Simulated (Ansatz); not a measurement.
Zn3F4⁺: single points at one geometry.

```yaml
crystal:
  periodic: [false, false, false]
  atoms:
    - {symbol: Zn, position_ang: [-0.096613, -1.541558, 1.718149]}
    - {symbol: Zn, position_ang: [1.251670, 0.106878, -0.953674]}
    - {symbol: Zn, position_ang: [-1.184425, 1.002507, -0.288444]}
    - {symbol: F, position_ang: [-1.386767, -0.171731, 1.129152]}
    - {symbol: F, position_ang: [1.312752, -1.164010, 0.391725]}
    - {symbol: F, position_ang: [-0.481271, 0.016257, -1.782047]}
    - {symbol: F, position_ang: [0.584664, 1.751646, -0.214852]}
basis:
  gaussian: {orbitals: def2-TZVP, initial_orbitals: start.molden}
total_charge: 1
magnetization: {spin_polarized: true, initial_magnetization: 1}
hamiltonian: {xc: {name: wB97X-V}}
scf: {omitted_lower_state_checks: [starts]}
output: {orbitals: {seedname: orbitals}}
```

The file start.molden holds the orbitals of an earlier run on this structure, at another level or in another basis.

```sh
$ ansatz run in.yaml --threads 4 --pin off --events-out ev --progress --plain --max-ram 8704MiB
```

Output, abridged:

```
Functional definition: wB97X-V
2115 factors; their error is unknown
344 factors; integrals over basis functions are off by at most 1.8e-5 eV
mean field evaluation 1: about -156110.9156 eV, gradient 8.1e0 eV
mean field evaluation 2: about -156111.0228 eV, gradient 3.6e-1 eV
mean field evaluation 4: about -156111.2102 eV, gradient 9.8e-2 eV
mean field evaluation 8: about -156111.2102 eV, gradient 2.6e-5 eV
mean field -156111.21018308 eV, -5736.9811582494 hartree, gradient 2.6e-5 eV, S^2 0.751218; 0 other end points of the search recorded, 0 dependent functions left out
reference -156111.21018210 eV, -5736.9811582135 hartree; 63, 62 occupied and 205, 206 virtual orbitals, 2115 factors
Total energy: -156111.21018210 eV, -5736.9811582135 hartree
Checks for a lower state left out: starts
```

It took 64 s on 4 threads of AMD EPYC on a shared host, peak host memory 2.1 GiB.

First input, but with `gaussian: {orbitals: def2-SVP, initial_orbitals: start.molden}`, `hamiltonian: {xc: pbe, dispersion: d4}` (abridged; 7 s):

```
Functional definition: PBE
mean field -156061.82983689 eV, -5735.1664639980 hartree, gradient 5.2e-5 eV, S^2 0.751226
Total energy: -156062.02752242 eV, -5735.1737288072 hartree
Checks for a lower state left out: starts
```

First input, but with `hamiltonian: {xc: pbe0, dispersion: d4}` (abridged; 49 s):

```
Functional definition: PBE0
mean field -156097.93683529 eV, -5736.4933717151 hartree, gradient 1.9e-5 eV, S^2 0.751773
Total energy: -156098.10521423 eV, -5736.4995595269 hartree
Checks for a lower state left out: starts
```

First input, but with `hamiltonian: {xc: {name: LC-wPBE}}` (abridged; 21 s):

```
Functional definition: LC-wPBE
mean field -156103.84215891 eV, -5736.7103883552 hartree, gradient 1.3e-5 eV, S^2 0.752156
Total energy: -156103.84215892 eV, -5736.7103883557 hartree
Checks for a lower state left out: starts
```

The first input with `gaussian: {orbitals: def2-SVP, initial_orbitals: start.molden}`, `hamiltonian: {xc: pbe0, dispersion: d4}` (abridged; 11 s):

```
Functional definition: PBE0
mean field -156064.22690798 eV, -5735.2545547360 hartree, gradient 2.4e-5 eV, S^2 0.751421
Total energy: -156064.39529186 eV, -5735.2607427295 hartree
Checks for a lower state left out: starts
```

First input, but with `hamiltonian: {xc: r2scan, dispersion: d4}` (abridged; 27 s):

```
Functional definition: r2SCAN
mean field -156123.30423475 eV, -5737.4256064506 hartree, gradient 7.9e-6 eV, S^2 0.753267
Total energy: -156123.34880970 eV, -5737.4272445498 hartree
Checks for a lower state left out: starts
```

The first input with `hamiltonian: {xc: pbe}`, `correlation: {method: rpa, frozen_orbitals: {F: 1, Zn: 9}}` and without the key `output` (abridged; 36 s):

```
Functional definition: PBE
mean field -156096.36513880 eV, -5736.4356129346 hartree, gradient 2.6e-6 eV, S^2 0.751551
31 core orbitals not correlated: weight in the atoms' cores, before any rotation towards them, 1.000 or more for the frozen orbitals, at most 0.000 for the correlated occupied ones
Total energy: -156032.82709551 eV, -5734.1006329113 hartree
Checks for a lower state left out: starts
```

Geometry: r2SCAN-D4/def2-SVP.

LC-ωPBE has ω = 0.4 bohr⁻¹. Correlated methods freeze 31 core orbitals. The structure comes from a short search, and lower isomers may exist.
